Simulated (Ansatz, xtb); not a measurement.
# Relative energy of two isomers of CH3BBr

Structure a: `[CH2]BBr`, a doublet. Structure b: `C[B]Br`, a doublet. Both are isolated molecules in the gas phase, relaxed with B3LYP/6-31G*; the shapes shown needn't be the lowest conformers.

a (Å):

```yaml
atoms:
  - { symbol: C, position_ang: [-1.4318, 0.0771, 0.2197] }
  - { symbol: B, position_ang: [-0.0228, -0.4703, 0.0827] }
  - { symbol: Br, position_ang: [1.1478, 0.2423, -1.2911] }
  - { symbol: H, position_ang: [-1.8358, 0.8612, -0.4179] }
  - { symbol: H, position_ang: [-2.1208, -0.2948, 0.9772] }
  - { symbol: H, position_ang: [0.4354, -1.3260, 0.7697] }
```

b (Å):

```csv
atom,x (Å),y (Å),z (Å)
C,-0.4318,0.3254,0.9752
B,0.8710,1.1122,0.6559
Br,2.3325,1.4034,1.8605
H,-1.1370,1.0389,1.4317
H,-0.9185,-0.0650,0.0748
H,-0.2876,-0.4908,1.6953
```

Which of the two would you expect CCSD(T)/def2-SVP + ΔMP2/def2-TZVPP electronic energies to favour?

Structure a; the calculation gives E(b) − E(a) = +0.335 eV.

Level by level:

```
                             level      geometry  E(b) − E(a) (eV)  departure from the last row (eV)  job, with rough time for the two
                          GFN2-xTB      GFN2-xTB              +0.677                            +0.342               optimisation, 0.1 s
                         HF/STO-3G      GFN2-xTB              +0.560                            +0.225              single point, 0.42 s
                r2SCAN-D4/def2-SVP      GFN2-xTB              +0.254                            −0.081               single point, 6.5 s
                      B3LYP/6-31G*  B3LYP/6-31G*              +0.429                            +0.094                optimisation, 93 s
                       HF/def2-SVP  B3LYP/6-31G*              +0.488                            +0.153           part of the CCSD(T) run
                      MP2/def2-SVP  B3LYP/6-31G*              +0.240                            −0.095           part of the CCSD(T) run
                  CCSD(T)/def2-SVP  B3LYP/6-31G*              +0.313                            −0.022                      single point
CCSD(T)/def2-SVP + ΔMP2/def2-TZVPP  B3LYP/6-31G*              +0.335                                                  single point, 36 s
```

As drawn, b has 1 C–H in place of 1 B–H.

None of the levels shown reverses the order. The largest departure from CCSD(T)/def2-SVP + ΔMP2/def2-TZVPP is that of GFN2-xTB, 0.342 eV. The last row adds to CCSD(T) the change of the MP2 difference between the two basis sets, here +0.022 eV.

With harmonic frequencies from B3LYP/6-31G* (ideal gas, rigid rotor, one conformer each, 400 K, 1 atm): on the last row, ΔE + ΔZPE = +0.382, ΔH = +0.387, ΔG = +0.349 eV.

Open shells are spin-unrestricted. The correlated steps freeze 11 core orbitals; the filled d shell of Br is correlated, in a basis made for valence electrons. Mirror images aren't counted in ΔG. Run with Ansatz 0.2.0, xtb 6.7.1; the last row on 1 thread of Arm Neoverse V2 on a shared host.
